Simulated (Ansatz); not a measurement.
Stepwise reaction of `[F][Sn]([F])([SeH])[SeH]` with ammonia, as a gas-phase model of exchange steps in deposition or etching. ΔE in kJ/mol; ΔG adds harmonic PBE0-D4 terms to CCSD(T)/CBS, at 1 bar.

Gas-phase electronic energies from Ansatz, PBE0-D4/def2-TZVP geometries. CBS: MP2 limit from def2 TZ/QZ plus the TZ coupled-cluster correction, frozen cores. This one scheme is used for every species. Functionals use def2-TZVPP. B3LYP here is the variant with VWN-RPA as its local correlation; programs differ in this. def2 core potentials past Kr. For Se, Sn outer-core shells are correlated without core-valence functions, which leaves a few kJ/mol of doubt a bond. Scalar relativity is left out up to krypton. Each species was taken in one conformer, which may not be the lowest.

| step | reaction | PBE-D4 | B3LYP-D4 | ωB97M-V | CCSD(T)/CBS | ΔG(400 K) |
| --- | --- | --- | --- | --- | --- | --- |
| 2 | `[NH2][Sn]([F])([F])[SeH]` + NH₃ → `[NH2][Sn]([NH2])([F])[F]` + H₂Se | 79.2 | 76.8 | 72.5 | 74.8 | 66.2 |

Give the row of step 1, `[F][Sn]([F])([SeH])[SeH]` + NH₃ → `[NH2][Sn]([F])([F])[SeH]` + H₂Se. (Estimate.)

Computed: 
| step | reaction | PBE-D4 | B3LYP-D4 | ωB97M-V | CCSD(T)/CBS | ΔG(400 K) |
| --- | --- | --- | --- | --- | --- | --- |
| 1 | `[F][Sn]([F])([SeH])[SeH]` + NH₃ → `[NH2][Sn]([F])([F])[SeH]` + H₂Se | 80.7 | 79.0 | 73.3 | 76.3 | 64.8 |

By hand: ΔE of the 2 steps together at CCSD(T)/CBS.

(76.3) + (74.8) = 151.1 kJ/mol, or 75.5 kJ/mol a step.

In ΔE the steps differ by no more than 1.5 kJ/mol. All are uphill at CCSD(T)/CBS. ΔG lies between 64.8 and 66.2 kJ/mol a step. PBE-D4 differs from CCSD(T)/CBS by 4.4 to 4.4 kJ/mol a step. Only this route is followed, and other bonds may react first. Isolated molecules leave out the surface, adducts and barriers. Largest T1 diagnostic: 0.014.
